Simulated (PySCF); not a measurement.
Species: CH6FO3Si3 (doublet state).
Z-matrix (Å and degrees, GFN2-xTB geometry), rows numbered from 1:
```
F 
Si  1  1.6007
O   2  1.5884  1  109.09
Si  3  1.6295  2  144.91  1    39.94
O   2  1.6124  1  110.32  3  -123.62
C   5  1.4178  2  117.64  1  -110.50
Si  6  1.9383  5  106.72  2    -0.78
O   2  1.6189  1  107.47  3   123.76
H   4  1.4612  3  104.16  2   119.09
H   4  1.4598  3  103.77  2  -121.63
H   4  1.4603  3  109.67  2    -1.31
H   6  1.0934  5  107.67  2  -125.19
H   6  1.0951  5  108.03  2   118.79
H   7  1.4634  6  115.32  5   105.27
```

The hyperfine couplings belong to this conformer and change with its torsions.

The species is `F[Si@]1(O[SiH3])OC[SiH]O1` [radical].

Method: UKS B3LYP, pcH-1 on C F H O Si, non-relativistic, mean-field spin-orbit, GIAO in PySCF. Geometry: GFN2-xTB, one conformer, isolated molecule. GFN2-xTB frequencies show an imaginary mode (50i cm⁻¹), so this geometry is no minimum at that level. A GFN2-xTB geometry isn't a minimum of the functional, and hyperfine couplings can be far from their values at a DFT geometry, by a factor of two or more for some ions and for spin on atoms past the first row. No stability test was run, so a lower SCF solution isn't excluded.

Principal values of hyperfine tensors in MHz (contact, dipolar and spin–orbit terms together), for some of the nuclei:

```
atom  isotope       A1       A2       A3
 Si7     29Si  -761.53  -529.06  -525.53
  C6      13C    45.16    46.50    67.38
  O8      17O   -56.30   -20.92   -20.57
 H13       1H    25.38    29.45    34.67
 Si2     29Si   -28.14   -24.10   -23.87
  F1      19F     0.95     1.54    18.47
 H12       1H    -2.00    -0.03    11.46
  O5      17O    -5.77     3.88     4.15
```

Problem. Give the isotropic coupling of each nucleus in MHz and in mT (g = 2.0027), and the anisotropic part.

Solution. a_iso is a third of the trace, T = A − a_iso, and a(mT) = a(MHz)/(g × 13.996). The tensors hold a spin–orbit part: the run splits a_iso into a_FC + a_SO, and T includes its anisotropic share.

| atom | a_iso (MHz) | a_FC | a_SO | a_iso (mT) | T1 | T2 | T3 |
| --- | --- | --- | --- | --- | --- | --- | --- |
| Si7 | -605.37 | -606.32 | 0.94 | -21.597 | -156.15 | 76.31 | 79.84 |
| C6 | 53.01 | 52.98 | 0.03 | 1.891 | -7.85 | -6.52 | 14.37 |
| O8 | -32.60 | -32.50 | -0.09 | -1.163 | -23.70 | 11.68 | 12.02 |
| H13 | 29.83 | 29.83 | 0.00 | 1.064 | -4.45 | -0.38 | 4.84 |
| Si2 | -25.37 | -25.39 | 0.02 | -0.905 | -2.77 | 1.27 | 1.50 |
| F1 | 6.99 | 6.98 | 0.00 | 0.249 | -6.03 | -5.45 | 11.48 |
| H12 | 3.14 | 3.15 | 0.00 | 0.112 | -5.14 | -3.18 | 8.32 |
| O5 | 0.76 | 0.77 | -0.01 | 0.027 | -6.52 | 3.13 | 3.39 |

Problem. What spin density at the nucleus of O8 lies behind its contact coupling (g_N = -0.75752)?

Solution. a_FC = 800.24 MHz bohr³ × g_N × ρ(0)/(2S). With a_FC = -32.50 MHz and 2S = 1, ρ(0) = 0.05362 bohr⁻³. The nuclear moment is negative, so coupling and spin density have opposite signs.

Problem. H14 (1H, g_N = 5.58569) isn't in the table. Its spin density at the nucleus is 0.03719 bohr⁻³. What is its contact coupling?

Solution. By the same relation, a_FC = 166.2 MHz. Its full tensor has the principal values 158.67, 166.78, 173.25 MHz.

Problem. Which nucleus of the table has the largest anisotropic coupling, and what is its form?

Solution. Si7: -156.2, 76.3, 79.8 MHz (the dipolar term alone has -155.2, 76.0, 79.2), nearly axial, close to the ratio +1:+1:−2, the form that spin in one p orbital centred on that nucleus gives (the nuclear moment is negative).
